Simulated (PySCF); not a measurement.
A run for PySCF: R-MP2/6-31G* on H5NSe (a complex), monomers drawn apart or pushed together.

```python
from pyscf import gto, scf, dft, mp
from pyscf.data.elements import chemcore

mol = gto.M(
    atom='''
    N    -0.06812484   -0.19824362    0.01565491
    H    -0.97935394   -0.30565649   -0.41507422
    H     0.38346057    0.60051671   -0.41481351
    H     0.47875980   -1.02166890   -0.20822339
    Se   -0.36285835    0.18461909    3.40285980
    H     0.96491181    0.80432407    3.52404106
    H    -0.21236245    0.03197720    1.93143493
    ''',
    basis='6-31g*',
    cart=True,
    charge=0, spin=0, verbose=3, max_memory=1800)
mf = scf.RHF(mol)
mf.conv_tol = 1e-8
mf.max_cycle = 100
mf.kernel()
if not mf.converged:
    mf = mf.newton().run(mf.mo_coeff, mf.mo_occ)
pt = mp.MP2(mf, frozen=chemcore(mol)).run()
```

Q: Give the final energy of this run.

A: -2457.3212 hartree.
